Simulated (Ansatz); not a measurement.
Cost and result up the ladder for `FCC(F)(F)CCC1(F)CC(F)(F)CO1` (25 atoms). Total charge 0; singlet. Geometry: PBE0-D4/def2-SVP.

```xyz
25

F     0.302   -1.753    3.054
C     0.023   -0.478    3.454
C     0.933    0.506    2.741
F     2.169    0.442    3.297
F     0.441    1.747    3.018
C     1.068    0.315    1.252
C    -0.249    0.418    0.502
C    -0.054    0.383   -0.995
F     0.757    1.451   -1.358
C    -1.315    0.455   -1.854
C    -0.974   -0.417   -3.056
F    -0.991    0.264   -4.222
F    -1.865   -1.430   -3.185
C     0.426   -0.956   -2.751
O     0.583   -0.789   -1.361
H     0.185   -0.381    4.540
H    -1.028   -0.241    3.222
H     1.528   -0.667    1.078
H     1.772    1.082    0.898
H    -0.764    1.358    0.754
H    -0.913   -0.419    0.767
H    -2.172    0.020   -1.325
H    -1.546    1.484   -2.153
H     0.516   -2.021   -3.000
H     1.168   -0.371   -3.317
```

Ansatz on 6 threads of Intel Xeon 6975P-C on a shared host. Times are rough, and most runs start from the orbitals of an earlier one. PBE0-D4/def2-TZVP serves as the yardstick here, not as an exact answer. Differences are given only for rows in sets of like size (and for xTB, whose basis is part of the method), since another set adds its own error. Binding counts from free atoms at the same level (F doublet, C triplet, O triplet, H doublet; other spins of the atoms weren't run), without zero-point energy or a counterpoise term.

Correlated methods freeze 15 core orbitals. The rows differ in basis, and correlated rows in double-zeta sets carry the largest basis error.

Correlated methods converge slowly with the basis, most of all in double-zeta sets.

```json
{"level": "HF/STO-3G", "functions": "85", "wall time": "0.45 s", "binding energy per atom (eV)": "3.51", "difference from PBE0-D4/def2-TZVP (eV)": "–"}
{"level": "PBE-D4/def2-SVP", "functions": "260", "wall time": "1.9 s", "binding energy per atom (eV)": "4.63", "difference from PBE0-D4/def2-TZVP (eV)": "–"}
{"level": "PBE0-D4/def2-SVP", "functions": "260", "wall time": "3.5 s", "binding energy per atom (eV)": "4.50", "difference from PBE0-D4/def2-TZVP (eV)": "–"}
{"level": "PBE-D4/def2-TZVP", "functions": "525", "wall time": "3.8 s", "binding energy per atom (eV)": "4.54", "difference from PBE0-D4/def2-TZVP (eV)": "0.12"}
{"level": "MP2/def2-SVP", "functions": "260", "wall time": "3.8 s", "binding energy per atom (eV)": "4.31", "difference from PBE0-D4/def2-TZVP (eV)": "–"}
{"level": "r2SCAN-D4/def2-TZVP (with forces)", "functions": "525", "wall time": "8 s", "binding energy per atom (eV)": "4.40", "difference from PBE0-D4/def2-TZVP (eV)": "-0.02"}
{"level": "PBE0-D4/def2-TZVP (with forces)", "functions": "525", "wall time": "17 s", "binding energy per atom (eV)": "4.42", "difference from PBE0-D4/def2-TZVP (eV)": "0.00"}
```
